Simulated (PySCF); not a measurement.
# How methods differ on the excitation energy of Pt⁺

Pt⁺ [Xe] 4f14 5d9 (2D) → Pt⁺ [Xe] 4f14 5d8 6p1 (high-spin determinant), as a difference of total energies. Computed with PySCF 2.14 in x2c-TZVPPall (11s7p7d3f1g, 97 functions), with scalar relativity by spin-free X2C-1e. Correlated levels: valence: [Xe] 4f14 frozen. The calculations carry no spin-orbit coupling.

```csv
method,excitation energy (eV)
UHF,6.575
MP2 (valence),7.629
SCS-MP2 (valence),7.693
CCSD (valence),7.386
CCSD(T) (valence),7.409
```

**Question.** How much does correlation contribute at CCSD(T) (valence)?

**Answer.** 7.409 − (6.575) = 0.834 eV, measured against UHF.

A first-order spin-orbit estimate (lowest level to lowest level, LS coupling) adds -0.065 eV.

The basis was made for the ground configuration and has no added diffuse functions, so the excitation energy can come out too high.

The determinant of the upper state mixes LS terms, which raises its energy above the lowest term, most at the Hartree-Fock and MP2 levels.
